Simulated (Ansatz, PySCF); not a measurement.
Lewis adduct: BH3 (SMILES B) (first 4 atoms) with PH3 (SMILES P); geometry from B3LYP-D3(BJ)/def2-TZVP, rigid monomers moved along the line of their centres of mass till B1···P5 is 2.22 Å.
(charge 0, multiplicity 1):
```xyz
8

B     -0.0303    -0.0774     0.6721
H      1.0967    -0.4211     0.4177
H     -0.8416    -0.9688     0.6552
H     -0.3837     0.9320     0.1159
P      0.0671     0.5060     2.8110
H     -1.1129     0.9638     3.4241
H      0.4580    -0.4712     3.7438
H      0.9431     1.5454     3.1717
```

Quantity: the interaction energy.

Monomers are frozen at their geometry in the pair; levels with a basis set take the counterpoise correction.

Frozen-core correlation. CBS(a, b) extrapolates the correlation energy as X⁻³ and adds the Hartree–Fock energy of set b.

Codes used: Ansatz (a program for electronic structure); PySCF for the dispersion terms. Each number belongs to the level named beside it.

Costs are ratios of core time to PBE/def2-TZVPPD (roughly 5 s), for whole runs (searches for the state included, and forces where a run took them) on one shared machine, so rough; each difference counts from -30.82 kcal/mol (CCSD(T)/CBS(aug-cc-pV(D+d)Z, aug-cc-pV(T+d)Z), a level with limits of its own).

A star marks coupled-cluster runs past 200 virtual orbitals, where the program's memory plan changes under this machine's limit, so their costs aren't comparable with smaller runs.

```tsv
level	basis functions	cost	difference (kcal/mol)
PBE/def2-TZVPPD	187	×1	-5.09
PBE-D3(BJ)/def2-TZVPPD	187	×1	-6.46
PBE0/def2-TZVPPD	187	×1	-4.03
PBE0-D3(BJ)/def2-TZVPPD	187	×1	-5.27
B3LYP/def2-TZVPPD	187	×1	1.19
B3LYP-D3(BJ)/def2-TZVPPD	187	×1	-1.26
r2SCAN/def2-TZVPPD	187	×2	-4.66
r2SCAN-D3(BJ)/def2-TZVPPD	187	×2	-5.07
wB97X-V/def2-TZVPPD	187	×3	-1.48
wB97M-V/def2-TZVPPD	187	×3	-0.86
CCSD(T)/aug-cc-pV(D+d)Z	109	×5	3.09
CCSD(T)/aug-cc-pV(T+d)Z	239	×50*	0.75
```

The cheapest listed level whose difference stays within 0.25 kcal/mol: none of those listed.

With a budget of 10 times the cost of PBE/def2-TZVPPD, the closest level: wB97M-V/def2-TZVPPD, at -0.86 kcal/mol; next is B3LYP/def2-TZVPPD at 1.19 kcal/mol.

With a budget of 30 times the cost of PBE/def2-TZVPPD, the closest level: wB97M-V/def2-TZVPPD, at -0.86 kcal/mol; next is B3LYP/def2-TZVPPD at 1.19 kcal/mol.
